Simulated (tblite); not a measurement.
Species: C₆H₆FNO.
Structure used (GFN2-xTB), in Å, numbered top down from 1:
```xyz
15
C6H6FNO angstrom
C     -1.013    1.576   -0.102
N      0.007    0.565   -0.040
C      1.333    0.770   -0.055
F      1.811    2.012   -0.136
C      2.024   -0.419    0.022
C      1.048   -1.412    0.088
C     -0.199   -0.796    0.049
C     -1.495   -1.413    0.093
O     -2.567   -0.850    0.059
H     -1.648    1.414   -0.973
H     -1.643    1.526    0.787
H     -0.542    2.556   -0.166
H      3.088   -0.536    0.030
H      1.219   -2.468    0.156
H     -1.430   -2.517    0.165
```

Structure optimised with GFN2-xTB, isolated species.

Take the most abundant isotopes and a rigid rotor. The values belong to one conformer with, in the numbering `[CH3:1][n:2]1[c:3]([F:4])[cH:5][cH:6][c:7]1[CH:8]=[O:9]`, C6–C7–C8–O9 180°.

Task: Give the principal moments of inertia and the rotational constants in MHz.

Result: Ia = 160.46, Ib = 362.25, Ic = 519.58 u·Å²; 505379 MHz·u·Å²/I gives A = 3150, B = 1395, C = 972.7 MHz.

Task: Classify the top.

Result: An asymmetric top; Ray's κ = -0.612.

Task: Is it planar, by Δ = Ic − Ia − Ib?

Result: Not planar: Δ = Ic − Ia − Ib = -3.13 u·Å². For a rigid frame Δ = −2 Σ m c², so Σ m c² = 1.57 u·Å² lies off the ab plane, practically all of it from hydrogen. The atom farthest from that plane is 0.88 Å away.

Task: Give the other two planar moments, Paa and Pbb, and the rms extents of the mass along the axes.

Result: Paa = Σ m a² = (Ib + Ic − Ia)/2 = 360.69 and Pbb = Σ m b² = (Ia + Ic − Ib)/2 = 158.90 u·Å². With the mass M = 127.04 u, the rms extents √(P/M) along a, b and c are 1.68, 1.12, 0.11 Å.

Task: List the rotational levels J(Ka,Kc) to J = 3 (cm⁻¹).

Result: Above 0(0,0):
J = 1: 1(0,1) 0.0790, 1(1,1) 0.1375, 1(1,0) 0.1516
J = 2: 2(0,2) 0.2347, 2(1,2) 0.2814, 2(1,1) 0.3236, 2(2,1) 0.4992, 2(2,0) 0.5015
J = 3: 3(0,3) 0.4630, 3(1,3) 0.4959, 3(1,2) 0.5802, 3(2,2) 0.7361, 3(2,1) 0.7470, 3(3,1) 1.0653, 3(3,0) 1.0655
The levels of one J sum to (2J + 1)J(J + 1)(A + B + C)/3.

Task: Estimate the classical rotational partition function at 25 K, 100 K and 298.15 K.

Result: Point group Cs, symmetry number σ = 1; q = (√π/σ)·√((kT/h)³/(ABC)), k/h = 20836.6 MHz/K: 10200 at 25 K, 81500 at 100 K, 420000 at 298.15 K.

Its GFN2-xTB frequencies are all real (lowest 80 cm⁻¹). Zero-point vibration and centrifugal distortion are left out.

Time: 0.13 s of wall time. Hardware: one thread of an Intel Xeon Platinum 8375C at 2.90 GHz, no GPU, shared host. This is the geometry optimisation.

The numbers are calculated, not measured.
